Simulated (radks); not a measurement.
The numbers below are computed, except where a source is named.
These are the eigenvalues of the occupied orbitals of an atom or ion with whole-number occupations (Ry). Code: a radial shooting solver on a logarithmic mesh with Libxc functionals. Model: scalar-relativistic Kohn-Sham, LDA (Slater exchange, VWN5 correlation), spin-polarised, spherical densities, point nucleus.

| orbital | eigenvalue |
|---|---|
| 1s up | -4213.828 |
| 1s down | -4213.827 |
| 2s up | -708.3886 |
| 2s down | -708.3853 |
| 2p up | -626.8362 |
| 2p down | -626.8337 |
| 3s up | -159.0834 |
| 3s down | -159.0193 |
| 3p up | -134.2791 |
| 3p down | -134.2153 |
| 3d up | -103.1700 |
| 3d down | -103.1202 |
| 4s up | -31.77921 |
| 4s down | -31.65009 |
| 4p up | -23.61707 |
| 4p down | -23.49006 |
| 4d up | -12.68497 |
| 4d down | -12.56094 |
| 5s up | -4.34607 |
| 5s down | -4.28238 |
| 5p up | -2.46507 |
| 5p down | -2.41332 |
| 4f up | -0.78424 |
| 6s up | -0.71006 |
| 4f down | -0.67526 |

Which element is it, and in what charge state? The configuration may be excited. Open shells, if any, are filled with parallel spins first.

Answer. Z = 68, erbium, charge +1: Er+ in [Xe] 4f12 6s1. The list shows which subshells hold electrons but not how many an open one holds; the 1s level, -2106.9 hartree, gives Z - s = 64.9 by -(Z - s)^2/2, which with screening and relativity narrows Z to a few neighbours, and the depths of the outer levels then fix element, charge and occupations together.
